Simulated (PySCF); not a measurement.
Geometries of 2 isomers of C5H8Si, from PBE0-D3(BJ)/def2-SVP geometry optimisation, gas phase (PySCF 2.14.0). One conformer each, no zero-point energy, no frequencies.

Task: Which is lower in electronic energy at this level?
A.
```xyz
14
angstrom
C      3.003   -0.594    0.653
C      1.804   -0.565    0.824
C      0.360   -0.517    1.013
C     -0.324    0.560    0.187
C     -1.847    0.473    0.006
Si    -0.873    0.275   -1.573
H      4.066   -0.618    0.504
H     -0.065   -1.507    0.766
H      0.141   -0.361    2.086
H      0.048    1.568    0.410
H     -2.331   -0.418    0.425
H     -2.425    1.385    0.188
H     -0.741   -1.089   -2.142
H     -0.821    1.392   -2.548
```
B.
```xyz
14
angstrom
C      3.157   -1.038   -0.074
C      1.789   -0.643   -0.347
C      0.637   -0.308   -0.572
Si    -1.062    0.185   -0.951
C     -1.886    1.499    0.074
C     -2.370    0.065    0.364
H      3.727   -1.150   -1.009
H      3.194   -1.999    0.463
H      3.669   -0.284    0.544
H     -1.451    0.023   -2.371
H     -1.302    1.986    0.862
H     -2.604    2.177   -0.399
H     -2.099   -0.357    1.338
H     -3.398   -0.177    0.071
```

Result: B. That is `CC#C[SiH]1CC1`, 18.8 kcal/mol below the other.

| SMILES | atoms numbered as above | E (Eh) | relative (kcal/mol) | relative (kJ/mol) | dipole (D) |
| --- | --- | --- | --- | --- | --- |
| CC#C[SiH]1CC1 | [CH3:1][C:2]#[C:3][SiH:4]1[CH2:5][CH2:6]1 | -484.16650 | 0.0 | 0.0 | 1.55 |
| C#CC[C@@H]1C[SiH2]1 | [CH:1]#[C:2][CH2:3][C@@H:4]1[CH2:5][SiH2:6]1 | -484.13655 | 18.8 | 78.6 | 0.68 |
